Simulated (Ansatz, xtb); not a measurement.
**Relaxing a trial structure of ClF2HSiSn**

The starting geometry of this gas-phase triplet was built from a drawn formula by distance geometry and a force field; its bonds are those of `[F][Sn]([F])([SiH])[Cl]`.

```xyz
6

Cl    3.1157    0.3516   -2.3209
F     0.2235    2.1634   -3.1961
F     1.5879    2.8675   -0.4135
Si   -0.3291   -0.2112   -0.5272
Sn    1.1782    1.4432   -1.6550
H    -0.6853   -1.2400   -1.4687
```

Task: Predict what becomes of its bonds when it is optimised with r2SCAN-D4/def2-SVP.

Result: It keeps its bonds, and is `[F][Sn]([F])([SiH])[Cl]`.

The energy falls by 0.19 eV over 23 steps:

| step | E − E(last) (eV) |
| --- | --- |
| 1 | 0.188 |
| 3 | 0.018 |
| 6 | 0.006 |
| 8 | 0.004 |
| 11 | 0.002 |
| 13 | 0.001 |
| 16 | 0.001 |
| 18 | 0.000 |
| 21 | 0.000 |
| 23 | 0.000 |

Final geometry (Å):

```xyz
6

Cl    3.0345    0.3682   -2.4379
F     0.5175    2.5720   -3.1745
F     1.6261    2.7547   -0.4181
Si   -0.7192   -0.1441   -0.8779
Sn    1.0805    1.4368   -1.7184
H    -0.4483   -1.6131   -0.9546
```

From the same start GFN2-xTB ends elsewhere, differing in F2–Si4 (1.64 against 3.77 Å here), F2–Sn5 (3.61 against 1.93 Å here).

The end wasn't checked by frequencies. Open shells are spin-unrestricted. The triplet needn't be the ground state. Atoms past krypton carry core potentials, without spin–orbit terms. Run with Ansatz 0.2.0, 3 min on 1 thread of Intel(R) Xeon(R) 6975P-C (Granite Rapids), with other jobs on the host.
